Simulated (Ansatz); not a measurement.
`O[SiH2]CS` + H₂ → `[SiH3]CS` + H₂O  (hydrogenolysis of the Si–O bond)

Calculated with Ansatz (gas phase, PBE0-D4/def2-TZVP geometries, no zero-point term in ΔE). CCSD(T)/CBS is the MP2 limit (def2-TZVPP, def2-QZVPP) plus CCSD(T) − MP2 in def2-TZVPP, frozen cores. This one scheme is used for every species. Functionals use def2-TZVPP. HSE06 is defined as in plane-wave codes. One conformer a species, not always the lowest.

`O[SiH2]CS`:

Cartesian coordinates in Å:
```
O 1.316 1.406 -0.293
Si 0.007 0.579 -0.845
C -0.120 -1.065 0.049
S -0.149 -0.755 1.841
H 1.420 1.386 0.663
H 0.202 0.412 -2.306
H -1.267 1.310 -0.586
H 0.786 -1.652 -0.123
H -0.973 -1.676 -0.251
H -1.221 0.055 1.852
```

H₂:

```xyz
2

H     0.053   -0.274   -0.247
H    -0.053    0.274    0.247
```

`[SiH3]CS`:

Z-matrix (Å, degrees):
```
Si
C 1 1.878
H 1 1.489 2 110.7
H 1 1.484 2 109.8 3 121.0
H 1 1.488 2 108.8 3 -119.4
S 2 1.813 1 111.4 3 177.0
H 2 1.092 1 112.3 3 52.0
H 2 1.093 1 109.3 3 -67.0
H 6 1.343 2 97.3 1 -50.2
```

H₂O:

Cartesian coordinates in Å:
```
O -0.056 -0.384 0.026
H 0.730 0.110 0.269
H -0.675 0.275 -0.295
```

```
    species  HSE06-D4 energy (Eh)
`O[SiH2]CS`            -804.33796
         H₂              -1.16802
 `[SiH3]CS`            -729.10142
        H₂O             -76.37741
```

Question: Work out ΔE.

Answer: ΔE = (-729.10142) + (-76.37741) − (-804.33796) − (-1.16802) = 0.02715 Eh = +0.74 eV. CCSD(T)/CBS gives +0.79 eV.

Largest T1 diagnostic among the species: 0.011.

From r2SCAN to r2SCAN0 (25 % exact exchange), in def2-TZVPP and without D4, ΔE moves by −0.03 eV. The D4 term adds +0.06 eV with B3LYP and +0.03 eV with PBE0; it sums over pairs of atoms, weighted by their polarisabilities, and B3LYP, whose exchange is more repulsive, gets the larger term. Leaving LDA and LC-ωPBE aside and taking each functional with its dispersion term where it has one, the values, not all of them listed here, spread over 0.12 eV, from HSE06-D4 to r2SCAN-D4. LDA lies +0.08 eV from PBE without D4.

B3LYP here is the variant with VWN-RPA as its local correlation; programs differ in this.
